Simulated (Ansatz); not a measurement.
Reaction: BGeH5 (SMILES [BH2][GeH3]) → BGeH4 (SMILES [BH][GeH3], doublet) + H (doublet) (the B-H bond breaks)
Each species at its own B3LYP-D3(BJ)/def2-TZVP minimum (Ansatz, a program for electronic structure).

Wanted: bond dissociation energy (electronic), in kcal/mol. Open shells are spin-unrestricted; no spin-orbit coupling. Correlated methods leave the cores frozen (noble-gas shells, and filled d and f shells in the p block). No relativity. CBS(X,Y): correlation extrapolated as X^-3, Hartree-Fock from the larger set. A bracket is a step between two methods taken in the basis named. For partners of very few electrons the exact lower level stands in for a higher one.

CCSD(T)/CBS(cc-pVTZ,cc-pVQZ) + [CCSDT(Q) - CCSD(T)]/cc-pVTZ (Ansatz) gives 107.1 kcal/mol.

How far off this value is PBE/def2-TZVPD (Ansatz), in which direction, and how far these levels: r2SCAN/def2-TZVPD, B3LYP/def2-TZVPD, PBE0/def2-TZVPD, CCSD(T)/CBS(cc-pVTZ,cc-pVQZ)?

PBE gives 103.0 kcal/mol, 4.1 kcal/mol below it. Differences of the others: r2SCAN/def2-TZVPD (Ansatz) -4.5; B3LYP/def2-TZVPD (Ansatz) -0.7; PBE0/def2-TZVPD (Ansatz) -3.8; CCSD(T)/CBS(cc-pVTZ,cc-pVQZ) (Ansatz) 0.1 kcal/mol.
